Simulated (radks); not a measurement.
These are the eigenvalues of the occupied orbitals of an atom or ion with whole-number occupations (eV). Calculated with a radial shooting solver on a logarithmic mesh with Libxc functionals: scalar-relativistic Kohn-Sham, LDA (Slater exchange, Perdew-Wang correlation), spin-polarised, spherical densities, point nucleus.

orbital  eigenvalue
1s up     -4443.309
1s down   -4442.462
2s up     -529.4492
2s down   -528.5996
2p up     -444.8929
2p down   -443.8448
3s up     -103.6238
3s down   -100.4607
3p up      -81.3583
3p down    -78.3185
4s up      -31.0743
4s down    -30.5648

Which element is it, and in what charge state? The configuration may be excited. Open shells, if any, are filled with parallel spins first.

Answer. Z = 21, scandium, charge +3: Sc3+ in [Ne] 3s2 3p4 4s2. The list shows which subshells hold electrons but not how many an open one holds; the 1s level, -163.29 hartree, gives Z - s = 18.1 by -(Z - s)^2/2, which with screening and relativity narrows Z to a few neighbours, and the depths of the outer levels then fix element, charge and occupations together.
